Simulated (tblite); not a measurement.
Write a Z-matrix for `CC[S@@](=O)[C@H](C)F` as optimised with GFN2-xTB.

Z-matrix in Å and degrees, rows numbered from 1:
```
C 
C   1  1.5128
S   2  1.8608  1  111.28
O   3  1.4636  2  106.12  1   -33.58
C   3  1.8882  2   96.35  1    72.17
C   5  1.5096  3  108.59  2  -178.91
F   5  1.3728  3  108.05  2    60.17
H   1  1.0871  2  110.88  3   155.73
H   1  1.0875  2  111.62  3   -83.54
H   1  1.0905  2  108.71  3    36.58
H   2  1.0870  1  113.76  3   120.57
H   2  1.0897  1  111.13  3  -115.78
H   5  1.0933  3  108.34  2   -56.35
H   6  1.0883  5  110.90  3   174.99
H   6  1.0878  5  109.93  3   -64.39
H   6  1.0870  5  108.55  3    54.89
```

Of the pairs four or more bonds apart, O4···H10 is among the closest relative to their van der Waals radii: 2.34 Å, 86 % of the sum of Bondi's values. S3 (sulfinyl sulfur) is pyramidal (angles 106.1°, 103.2° and 96.3°, sum 305.7°, 0.75 Å off the plane of its three neighbours). The 2 C–S bonds span 1.861 Å (C2–S3, drawn single) to 1.888 Å (S3–C5, drawn single), a spread of 0.027 Å.

Structure optimised with GFN2-xTB, isolated species.

Point group: C1 (no symmetry element, even within 0.4 Å). Its GFN2-xTB frequencies are all real (lowest 34 cm⁻¹). The numbers are those of one conformer (C1–C2–S3–O4 -34°, C2–S3–C5–C6 -179°). 3 starts were optimised and ended at 0.00, 0.24 and 1.58 kcal/mol (GFN2-xTB); the lowest of these is shown.

These are computed values.
